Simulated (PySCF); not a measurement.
H₃S₂, SMILES S[SH2+], charge +1.

The structure is a stationary point at B3LYP-D3(BJ)/def2-TZVP. The isomer is the one that the SMILES or the coordinates give; other isomers of the formula were not compared.

Two levels are set side by side: TDA-PBE/def2-TZVPD (PySCF) and TDA-M06-2X/def2-TZVPD (PySCF). Vertical, same geometry. The lowest singlet is HOMO→LUMO 99 % with PBE and HOMO→LUMO 97 % with the other functional; states are paired by order. Differences are taken from unrounded values.

```tsv
quantity	TDA-M06-2X
lowest singlet excitation (eV)	4.17
lowest triplet excitation (TDA) (eV)	3.56
first bright state (f over 0.05) (eV)	7.03
its oscillator strength	0.15
```

Problem. What does TDA-PBE give, and how far is it from TDA-M06-2X? (An estimate is asked for; the answer gives what the named calculation found.)

Solution. 
```csv
quantity,TDA-PBE,TDA-PBE minus TDA-M06-2X
lowest singlet excitation (eV),4.12,-0.05
lowest triplet excitation (TDA) (eV),3.36,-0.20
first bright state (f over 0.05) (eV),6.63,-0.41
its oscillator strength,0.11,-0.05
```

Rough cost on one machine, each run with all the roots and properties that it gave: TDA-M06-2X against TDA-PBE about 8 times.
